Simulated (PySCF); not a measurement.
CI₃, SMILES I[C-](I)I, charge -1. Heavy atoms are numbered as in [C-:1]([I:2])([I:3])[I:4].

Geometry optimised at B3LYP-D3(BJ)/def2-SVPD. The def2 effective core potentials stand for the cores of I; spin–orbit coupling is left out.

Level of theory: HF/def2-SVPD in PySCF.

Mulliken values depend strongly on the basis, most of all with diffuse functions as here. ESP charges are fitted to the potential on shells at 1.4 to 2.0 van der Waals radii. Atomic charges (e), one atom of each kind:

```
atom  Mulliken     ESP fit
----  --------  ----------
C1       -0.68  (withheld)
I2       -0.11  (withheld)
```

Complete the blanks. (An estimate is asked for; the answer gives what the named calculation found.)


- C1, ESP fit: -0.16
- I2, ESP fit: -0.28
